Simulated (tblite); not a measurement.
A geometry optimisation, step by step.

Compound: C3H8ClGeN.
SMILES with atom numbers: `[CH2:1]=[CH:2][CH2:3][Ge@H:4]([NH2:5])[Cl:6]` (hydrogens: H7, H8 on C1; H9 on C2; H10, H11 on C3; H12 on Ge4; H13, H14 on N5)

Computed with GFN2-xTB (tblite), gas phase: L-BFGS steps from a force-field or distance-geometry start until the largest atomic force falls under 0.01 eV/Å. 8 of its 86 geometries are shown.

Step 0: E = -541.5643 eV, largest atomic force 1.638 eV/Å
```
atom  x, y, z in Å  |  force x, y, z in eV/Å
C1      1.922    1.049    0.441   -0.712  -0.119  -0.578
C2      1.339   -0.121    0.169    1.229   0.842   0.681
C3      0.368   -0.311   -0.919    0.482   0.192  -0.886
Ge4    -1.306   -0.916   -0.138   -0.933  -0.527   0.590
N5     -2.180    0.506    0.678    0.263   0.221  -0.317
Cl6    -0.818   -2.397    1.390   -0.362   0.555  -0.529
H7      2.630    1.180    1.240   -0.054   0.042  -0.072
H8      1.653    1.924   -0.171    0.347  -0.396   0.480
H9      1.612   -0.982    0.788   -0.237   0.176  -0.400
H10     0.169    0.648   -1.472    0.423  -0.930   0.311
H11     0.742   -1.103   -1.593   -0.163   0.525   0.032
H12    -2.205   -1.545   -1.226   -0.046   0.077   0.328
H13    -2.217    1.349    0.067    0.113  -0.842   0.853
H14    -1.709    0.719    1.564   -0.350   0.187  -0.494
```

Step 12: E = -541.8186 eV, largest atomic force 0.168 eV/Å
```
atom  x, y, z in Å  |  force x, y, z in eV/Å
C1      1.933    1.080    0.442   -0.012   0.057  -0.009
C2      1.417   -0.098    0.142    0.047  -0.028  -0.053
C3      0.447   -0.333   -0.956   -0.162  -0.042  -0.013
Ge4    -1.323   -0.924   -0.144    0.108  -0.013  -0.065
N5     -2.180    0.449    0.695   -0.007   0.030  -0.040
Cl6    -0.976   -2.345    1.365   -0.004  -0.035   0.037
H7      2.621    1.218    1.255    0.047  -0.053   0.078
H8      1.708    1.967   -0.128   -0.050   0.009  -0.056
H9      1.666   -0.969    0.737    0.041   0.010  -0.042
H10     0.266    0.588   -1.516    0.059  -0.101  -0.011
H11     0.793   -1.103   -1.648    0.019   0.055   0.105
H12    -2.323   -1.533   -1.126    0.037   0.083   0.013
H13    -2.267    1.275    0.118   -0.081   0.044   0.084
H14    -1.782    0.728    1.583   -0.042  -0.016  -0.028
```

Step 24: E = -541.8425 eV, largest atomic force 0.093 eV/Å
```
atom  x, y, z in Å  |  force x, y, z in eV/Å
C1      1.934    1.091    0.438    0.044  -0.005  -0.019
C2      1.461   -0.101    0.116    0.006   0.027   0.029
C3      0.472   -0.370   -0.959    0.057   0.046   0.049
Ge4    -1.308   -0.884   -0.141   -0.039   0.041  -0.052
N5     -2.207    0.453    0.707    0.009  -0.030   0.015
Cl6    -1.014   -2.324    1.357    0.006  -0.040   0.041
H7      2.638    1.223    1.243   -0.017  -0.021  -0.010
H8      1.672    1.986   -0.105   -0.064  -0.048  -0.009
H9      1.763   -0.974    0.682    0.021   0.030  -0.001
H10     0.305    0.514   -1.573    0.069  -0.015  -0.033
H11     0.825   -1.184   -1.594   -0.089   0.023   0.012
H12    -2.293   -1.437   -1.159   -0.015  -0.005  -0.031
H13    -2.396    1.298    0.187    0.022  -0.033   0.008
H14    -1.854    0.707    1.619   -0.010   0.031   0.002
```

Step 36: E = -541.8483 eV, largest atomic force 0.019 eV/Å
```
atom  x, y, z in Å  |  force x, y, z in eV/Å
C1      1.936    1.093    0.435    0.009   0.007  -0.005
C2      1.480   -0.105    0.115    0.010  -0.004   0.003
C3      0.484   -0.374   -0.950   -0.007  -0.006  -0.002
Ge4    -1.311   -0.862   -0.143    0.008  -0.013   0.005
N5     -2.224    0.450    0.723   -0.002   0.009   0.002
Cl6    -1.024   -2.321    1.345   -0.004  -0.007  -0.015
H7      2.649    1.235    1.228    0.007   0.009   0.010
H8      1.633    1.980   -0.099   -0.018   0.001  -0.007
H9      1.810   -0.975    0.669    0.006  -0.009   0.007
H10     0.354    0.495   -1.594   -0.009  -0.005   0.007
H11     0.798   -1.217   -1.565    0.010   0.003  -0.002
H12    -2.282   -1.401   -1.185   -0.013   0.000  -0.004
H13    -2.429    1.291    0.205    0.001   0.007  -0.003
H14    -1.875    0.711    1.635    0.004   0.007   0.002
```

Step 49: E = -541.8491 eV, largest atomic force 0.025 eV/Å
```
atom  x, y, z in Å  |  force x, y, z in eV/Å
C1      1.931    1.096    0.433    0.009   0.000  -0.006
C2      1.486   -0.108    0.119    0.002   0.003  -0.002
C3      0.487   -0.382   -0.942    0.005   0.001  -0.001
Ge4    -1.312   -0.864   -0.142   -0.024   0.001  -0.007
N5     -2.217    0.454    0.726    0.003  -0.010  -0.002
Cl6    -1.038   -2.343    1.327   -0.006  -0.006   0.007
H7      2.651    1.251    1.220   -0.005   0.003   0.005
H8      1.610    1.976   -0.102   -0.006   0.008   0.005
H9      1.831   -0.975    0.670   -0.005  -0.003   0.003
H10     0.354    0.488   -1.583   -0.005   0.008  -0.009
H11     0.804   -1.222   -1.559    0.001  -0.013   0.001
H12    -2.292   -1.385   -1.188    0.015   0.010   0.008
H13    -2.426    1.292    0.203    0.009  -0.003   0.008
H14    -1.868    0.721    1.636    0.008   0.001  -0.010
```

Step 61: E = -541.8496 eV, largest atomic force 0.012 eV/Å
```
atom  x, y, z in Å  |  force x, y, z in eV/Å
C1      1.923    1.104    0.434    0.003  -0.002  -0.010
C2      1.488   -0.105    0.120   -0.007  -0.002  -0.001
C3      0.488   -0.390   -0.939   -0.002  -0.003  -0.002
Ge4    -1.313   -0.869   -0.141    0.004   0.002  -0.004
N5     -2.207    0.454    0.733    0.009   0.002  -0.001
Cl6    -1.066   -2.363    1.319    0.003   0.006  -0.007
H7      2.643    1.264    1.218   -0.012  -0.001   0.001
H8      1.592    1.981   -0.099   -0.002   0.001   0.003
H9      1.839   -0.969    0.670   -0.002   0.004   0.001
H10     0.349    0.474   -1.588    0.007   0.002   0.006
H11     0.807   -1.233   -1.550    0.004  -0.006   0.006
H12    -2.292   -1.365   -1.197   -0.005  -0.007  -0.001
H13    -2.412    1.289    0.205    0.000   0.004   0.008
H14    -1.839    0.726    1.634    0.001   0.000   0.003
```

Step 73: E = -541.8504 eV, largest atomic force 0.032 eV/Å
```
atom  x, y, z in Å  |  force x, y, z in eV/Å
C1      1.893    1.115    0.434    0.009   0.002  -0.006
C2      1.481   -0.102    0.122   -0.017  -0.006   0.004
C3      0.495   -0.407   -0.943   -0.029  -0.003  -0.012
Ge4    -1.316   -0.868   -0.153    0.023  -0.010  -0.002
N5     -2.174    0.461    0.744   -0.010   0.008   0.011
Cl6    -1.088   -2.382    1.290    0.006   0.011  -0.006
H7      2.603    1.287    1.224   -0.003   0.012   0.014
H8      1.554    1.986   -0.105    0.001  -0.013  -0.003
H9      1.839   -0.957    0.683    0.002   0.000  -0.008
H10     0.362    0.448   -1.607    0.009  -0.018   0.000
H11     0.819   -1.262   -1.535    0.008   0.014   0.005
H12    -2.305   -1.346   -1.208   -0.003   0.016   0.005
H13    -2.385    1.306    0.234    0.005  -0.008  -0.016
H14    -1.779    0.721    1.637    0.000  -0.006   0.014
```

Step 85: E = -541.8511 eV, largest atomic force 0.008 eV/Å
```
atom  x, y, z in Å  |  force x, y, z in eV/Å
C1      1.860    1.124    0.435   -0.001   0.001  -0.005
C2      1.469   -0.101    0.126    0.005  -0.004   0.000
C3      0.502   -0.426   -0.951   -0.002   0.002   0.000
Ge4    -1.314   -0.865   -0.163    0.003  -0.005  -0.002
N5     -2.140    0.466    0.761   -0.003   0.004   0.000
Cl6    -1.096   -2.398    1.260    0.000  -0.004  -0.003
H7      2.553    1.316    1.236   -0.006   0.000  -0.001
H8      1.515    1.983   -0.118    0.005   0.005   0.001
H9      1.831   -0.947    0.696    0.002  -0.002   0.007
H10     0.381    0.415   -1.633   -0.001  -0.004  -0.005
H11     0.836   -1.292   -1.520   -0.005   0.005   0.000
H12    -2.325   -1.304   -1.215    0.004   0.001   0.003
H13    -2.347    1.315    0.257    0.001   0.003  -0.003
H14    -1.726    0.714    1.648   -0.003   0.000   0.007
```

Q: Summarise the path.

A: The energy falls by 6.62 kcal/mol from step 0 to step 85; nine tenths of that is first reached at step 14. It falls at every step. The largest force goes from 1.638 to 0.008 eV/Å. Among the bonds C3–Ge4 changes most, from 1.943 to 2.027 Å; the atoms move by 0.204 Å rms after alignment.

What follows is the cost of the whole relaxation. Time: 0.46 s wall. Hardware: Arm Neoverse V2, one thread (shared host).
